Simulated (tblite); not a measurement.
C6H7FN (doublet state).
Structure used (GFN2-xTB), in Å, numbered top down from 1:
```
atom  x, y, z in Å
N1     1.9963   -0.7202    0.6310
C2     1.6746   -0.4256   -0.5518
C3     0.5306    0.4457   -0.8191
C4     0.0647    1.4001    0.2572
F5    -0.3678    2.6320   -0.1281
C6    -0.7689    0.2193   -0.0449
C7    -2.0932   -0.1736   -0.3400
C8    -1.3701   -0.9463    0.6866
H9     2.7986   -1.3368    0.7241
H10    2.1896   -0.7880   -1.4532
H11    0.4046    0.7702   -1.8442
H12    0.6199    1.4463    1.1859
H13   -3.0493    0.2630   -0.5016
H14   -1.6272   -0.8413    1.7360
H15   -1.0069   -1.9367    0.4402
```

Calculated harmonic vibrations of the isolated species, GFN2-xTB (tblite), most abundant isotopes, no scaling. Against measured fundamentals such values can be off by several per cent, at times by over 20. One conformer, not necessarily the lowest. Open shells enter through the occupations alone, without spin polarisation, and single modes of such species can be off by tens of per cent.

Harmonic wavenumbers (cm⁻¹): 78.9, 146.8, 168.4, 200.6, 227.7, 291.8, 374.4, 415.2, 503.1, 626.8, 649.3, 755.1, 828.4, 891.0, 943.5, 948.6, 980.3, 985.3, 998.0, 1020.8, 1045.7, 1060.2, 1079.6, 1103.8, 1170.2, 1181.6, 1236.4, 1328.9, 1379.5, 1428.6, 1575.6, 1693.1, 2827.8, 3001.1, 3030.8, 3042.7, 3062.9, 3212.8, 3361.7.

A = 2619, B = 2002, C = 1338 MHz; mass 112.056 u (most abundant isotopes); point group C1, symmetry number 1; spin multiplicity 2.

Task: What is the zero-point energy?

Result: ½Σν̃ = 24428 cm⁻¹ = 292.23 kJ/mol.

Task: Entropy at 273.15 K, 1 bar (ideal gas, RRHO, classical rotation)?

Result: Translation 165.89, rotation 116.97, vibration 73.90, spin (R ln 2) 5.76: S = 362.5 J/(mol K).

Task: And Cp and H(273.15 K) − H(0)?

Result: Cp = 123.34 J/(mol K), of which vibrations give 90.09 (their classical limit is 39 R = 324.3); H(273.15 K) − H(0) = 20.71 kJ/mol without the zero-point energy, 11.63 from vibrations.

Task: What must be added to the electronic energy to get the Gibbs energy at 273.15 K and 1 bar?

Result: ZPE + [H(273.15 K) − H(0)] − T·S = 292.23 + 20.71 − 99.02 = 213.92 kJ/mol.

Task: How do the functions run with temperature in this model?

Result: 
```csv
T (K),S (J/(mol K)),Cp (J/(mol K)),H − H(0) (kJ/mol),G − H(0) (kJ/mol),ln q(vib)
150,302.9,81.1,8.20,-37.23,1.54
250,352.0,114.9,17.96,-70.04,3.34
298.15,373.7,132.5,23.91,-87.51,4.24
400,417.7,168.0,39.25,-127.84,6.20
600,496.5,220.0,78.44,-219.44,10.13
900,595.3,266.3,152.04,-383.74,15.80
```

q(vib) and H(0) count from the zero-point level.

Task: Which modes carry the vibrational entropy at 273.15 K?

Result: 78.9 cm⁻¹: 15.67; 146.8 cm⁻¹: 10.66; 168.4 cm⁻¹: 9.58; 200.6 cm⁻¹: 8.23; 227.7 cm⁻¹: 7.28; 291.8 cm⁻¹: 5.51 J/(mol K); the other 33 give 16.96 together.

Task: Blend soft modes into free rotors: weight 1/[1 + (100 cm⁻¹/ν̃)⁴] for the oscillator and the rest for a rotor with moment μB/(μ + B), μ = h/(8π²ν), B = 10⁻⁴⁴ kg m². What vibrational entropy results?

Result: 71.63 J/(mol K) in place of 73.90, which changes −T·S at 273.15 K by +0.62 kJ/mol.

Hindered rotation and anharmonicity are outside this model. Other conformers, if any are populated, would add a mixing term that is left out. The structure is chiral; the term R ln 2 for an equal mix with its mirror image is left out.
